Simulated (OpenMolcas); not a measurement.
**Mn3+: moving or changing the point charges**

Mn3+ among 2 point charges of -1 e arranged as a linear pair (D∞h), 1.98 Å from the ion.
```
   0.0000    0.0000    1.9800  -1.00
   0.0000    0.0000   -1.9800  -1.00
```

```
Program             : OpenMolcas
Method              : SS-CASPT2, IPEA 0.25 Eh, imaginary shift 0.1 Eh (closed shells correlated: 3s 3p)
Basis               : ANO-RCC-VDZP [5s4p2d1f]
Scalar Hamiltonian  : DKH2, point nucleus
Active space        : 4 electrons in 5 orbitals (3d)
State averaging     : 2S+1 = 5 even, 5 roots; 2S+1 = 3 even, 45 roots; 2S+1 = 1 even, 50 roots
Spin-orbit coupling : state interaction with AMFI integrals over the reference wave functions
```

Runs around this geometry, states (labels by Λ). Energies in cm-1 above the lowest state or level, χT in cm3 K/mol.

```tsv
R (Å)	q (e)	Ground state	First state of that spin	First gap with spin-orbit (degeneracies)	χT at 300 K	First state of another spin
1.98	-0.8	5Σ	5Π 1910	18 (1, 2)	2.551	3Γ 23440
1.85	-1	5Σ	5Π 2890	12 (1, 2)	2.700	3Γ 23540
1.98	-1	5Σ	5Π 2300	15 (1, 2)	2.625	3Γ 23500
2.18	-1	5Σ	5Π 1660	20 (1, 2)	2.490	3Γ 23410
```

Taking the first state of the same spin as R^-n, n = -ln(1660 / 2890) / ln(2.18 / 1.85) = 3.4 between the shortest and longest distance.

Scaling the charges by -0.8 / -1 = 0.80 scales the first state of the same spin by 1910 / 2300 = 0.83; with fixed orbitals a first-order splitting would follow the charge.

Roots that are degenerate in the reference are averaged as groups; the widest CASPT2 spread within a group is 500 cm-1 (the 4-fold group of multiplicity 1 near 35400 cm-1 above the lowest state of its run, R = 2.18, q = -1). Shifts and gaps below about the spread of the groups concerned are not significant. Free-ion shares, where given, are those of the reference states; single-state CASPT2 does not remix them. The ground term spreads over less than 5000 cm-1, several times less than with real ligands, so orbital moments are less quenched and χT lies further from the spin-only value than at real sites (holds for R = 2.18, q = -1). This is an electrostatic model: the charges have no orbitals. A group larger than the point group allows holds several states that coincide in this model. No measured value stands beside these numbers.
